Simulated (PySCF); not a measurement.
CH2N, SMILES [NH][CH] (connectivity only; charge and spin as stated), neutral, multiplicity 2.

Geometry optimised at PBE-D3(BJ)/def2-TZVPD.

The numbers are results of PBE-D3(BJ)/def2-TZVPD in PySCF, not measurements.

Frequencies are harmonic and unscaled.

Computed harmonic wavenumbers and intensities:
```csv
mode,ν (cm⁻¹),IR (km/mol),moving atoms (share of kinetic energy)
1,884,203.5,H 93 %
2,946,98.4,H 93 %
3,1150,12.3,"H 72 %, C 16 %, N 12 %"
4,1756,23.1,"C 52 %, N 44 %"
5,2940,26.6,"H 91 %, C 9 %"
6,3322,3.3,H 93 %
```
